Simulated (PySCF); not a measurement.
Mo(NH)(S)(Cl)(SH) (ClH₂MoNS₂), SMILES [NH]=[Mo](=[S])([SH])[Cl], multiplicity 1. Coordinates come from a PBE-D3(BJ)/def2-SVP optimisation. The multiplicity is an assumed one; no other spin state was optimised. The structure was generated by enumeration; whether it is a known compound was not checked. The def2 effective core potentials stand for the cores of Mo; spin–orbit coupling is left out. One conformer was computed; it need not be the lowest.

Computed with PBE-D3(BJ)/def2-SVP (PySCF).

Harmonic wavenumbers (cm⁻¹): 111, 139, 145, 190, 232, 336, 380, 408, 507, 552, 592, 644, 977, 2587, 3477. Rotational constants (GHz): 1.715, 1.458, 1.088; symmetry number 1.

Problem. Work out the zero-point energy and the ideal-gas rigid-rotor harmonic-oscillator thermochemistry at 298.15 K and 1 atm.

Solution. ZPE = ½ Σ hcν = ½ × 11277 cm⁻¹ = 16.12 kcal/mol. H − E(el) = 21.55 kcal/mol. Entropy in cal/(mol K): translation 41.95, rotation 29.16, vibration 18.23, total 89.34. G − E(el) = -5.09 kcal/mol. Cp = 26.69 cal/(mol K). Modes under 150 cm⁻¹ make the vibrational entropy uncertain.
